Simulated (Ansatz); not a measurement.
C₅H₄N (SMILES [c]1cccnc1), doublet, geometry from GFN2-xTB; SVWN5/6-31G* (Ansatz, a quantum-chemistry and plane-wave program).

Input for Ansatz:
Ansatz 0.2 input:
```yaml
crystal:
  periodic: [false, false, false]
  atoms:
    - {symbol: C, position_ang: [0.67023001, -1.21301268, 0.01660638]}
    - {symbol: C, position_ang: [-0.69813799, -1.21042624, 0.01090450]}
    - {symbol: C, position_ang: [-1.35138918, 0.02093919, -0.00584071]}
    - {symbol: C, position_ang: [-0.54991544, 1.15118291, -0.01540279]}
    - {symbol: N, position_ang: [0.76543740, 1.10803952, -0.00945833]}
    - {symbol: C, position_ang: [1.40217708, -0.05556826, 0.00644601]}
    - {symbol: H, position_ang: [-1.26564203, -2.13039141, 0.01903934]}
    - {symbol: H, position_ang: [-2.42934792, 0.09083587, -0.01110606]}
    - {symbol: H, position_ang: [-0.98188245, 2.14375647, -0.02850853]}
    - {symbol: H, position_ang: [2.48102376, -0.01916706, 0.01050327]}
basis:
  gaussian:
    orbitals: 6-31G*
hamiltonian:
  xc: {name: SVWN5}
magnetization: {spin_polarized: true, initial_magnetization: 1}
output: {forces: true}
```

The log (banner, timings and long lists left out):

```
Functional definition: SVWN5
1163 factors; their error is unknown
mean field evaluation 1: about -6669.6756 eV, gradient 3.9e1 eV
mean field evaluation 2: about -6656.1075 eV, gradient 6.4e1 eV
mean field evaluation 4: about -6677.1568 eV, gradient 4.7e0 eV
mean field evaluation 8: about -6677.2676 eV, gradient 1.0e-1 eV
mean field evaluation 16: about -6677.1699 eV, gradient 2.1e-3 eV
mean field -6677.16993229 eV, -245.3814690634 hartree, gradient 3.4e-5 eV, S^2 0.754828; 0 other end points of the search recorded, 0 dependent functions left out
the calculation of the forces begins
reference -6677.16995361 eV, -245.3814698469 hartree; 21, 20 occupied and 77, 78 virtual orbitals, 1163 factors
Total energy: -6677.16995361 eV, -245.3814698469 hartree
Atom 0 at     0.670230    -1.213013     0.016606 Å, force    -0.141683    -0.170064     0.001351 eV/Å
Atom 1 at    -0.698138    -1.210426     0.010904 Å, force     0.103605     0.089717    -0.000593 eV/Å
Atom 2 at    -1.351389     0.020939    -0.005841 Å, force     0.423061    -0.122234     0.003147 eV/Å
Atom 3 at    -0.549915     1.151183    -0.015403 Å, force    -0.246304    -0.217413     0.001457 eV/Å
Atom 4 at     0.765437     1.108040    -0.009458 Å, force     0.359010     0.723672    -0.006761 eV/Å
Atom 5 at     1.402177    -0.055568     0.006446 Å, force     0.124250    -0.319759     0.004160 eV/Å
Atom 6 at    -1.265642    -2.130391     0.019039 Å, force    -0.378167    -0.562056     0.004840 eV/Å
Atom 7 at    -2.429348     0.090836    -0.011106 Å, force    -0.625862     0.045453    -0.003113 eV/Å
Atom 8 at    -0.981882     2.143756    -0.028509 Å, force    -0.332684     0.563594    -0.007804 eV/Å
Atom 9 at     2.481024    -0.019167     0.010503 Å, force     0.714775    -0.030909     0.003315 eV/Å
Dipole moment:    -0.344788    -0.110053    -0.000175 e Å
```
